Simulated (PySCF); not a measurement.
# Electronic structure of Ge²⁺ (germanium, charge +2) at the UHF level

Configuration: [Ar] 3d10 4s1 4p1, high-spin 3P determinant (an excited configuration). Computed with PySCF 2.14 in dyall-av2z (16s12p8d, 92 functions), with no relativity, point nucleus.

- Total energy: -2074.283176 hartree
- One-electron energy: -2870.4991 hartree
- Hartree (Coulomb) energy: 873.2939 hartree
- Exchange energy: -77.0780 hartree
- Kinetic energy: 2074.32293 hartree
- ⟨S²⟩: 2.0009
- ⟨L²⟩: 2.017
- Sum of ⟨r⟩: 18.30 bohr
- Sum of ⟨r²⟩: 21.52 bohr²
- Traceless quadrupole moment −½Σ⟨3z² − r²⟩ along its main axis: -2.73 e·bohr²
- Density at the nucleus (Gaussians lack the cusp): 22200 bohr⁻³
- Spin density at the nucleus: 13.5 bohr⁻³
- Langevin diamagnetic susceptibility: -17.0 ×10⁻⁶ cm³/mol

| shell | electrons | mean orbital energy (eV) | spread (eV) | rms radius, mean of both spins (bohr) |
| --- | --- | --- | --- | --- |
| 1s α | 1 | -11048.9 | 0 | 0.0554 |
| 1s β | 1 | -11048.6 | 0 | 0.0554 |
| 2s α | 1 | -1440.5 | 0 | 0.231 |
| 2s β | 1 | -1440.2 | 0 | 0.231 |
| 2p α | 3 | -1279.6 | 0.043 | 0.205 |
| 2p β | 3 | -1279.4 | 0.209 | 0.205 |
| 3s α | 1 | -217.21 | 0 | 0.679 |
| 3s β | 1 | -216.45 | 0 | 0.679 |
| 3p α | 3 | -161.94 | 0.006 | 0.705 |
| 3p β | 3 | -161.51 | 0.600 | 0.705 |
| 3d α | 5 | -65.878 | 0.404 | 0.804 |
| 3d β | 5 | -65.619 | 0.625 | 0.804 |
| 4s α | 1 | -35.424 | 0 | 2.13 |
| 4p α | 1 | -25.835 | 0 | 2.50 |

Spin-orbit constants ζ (cm⁻¹) from the X2C one-electron operator on these orbitals (non-relativistic here): bare nucleus, nucleus screened by l(l+1)(2l+1)/3 electrons, and screened by the Breit-Pauli mean field of the electrons.

| shell | bare | screened nucleus | mean field |
| --- | --- | --- | --- |
| 2p | 167000 | 156600 | 151700 |
| 3p | 22050 | 20670 | 19870 |
| 3d | 2614 | 1797 | 1661 |
| 4p | 1434 | 1345 | 1282 |

To first order the Landé constant is A = 641.1 cm⁻¹, so the lowest level has J = 0 and lies 0.159 eV below the centre of the term. This holds in LS coupling only.
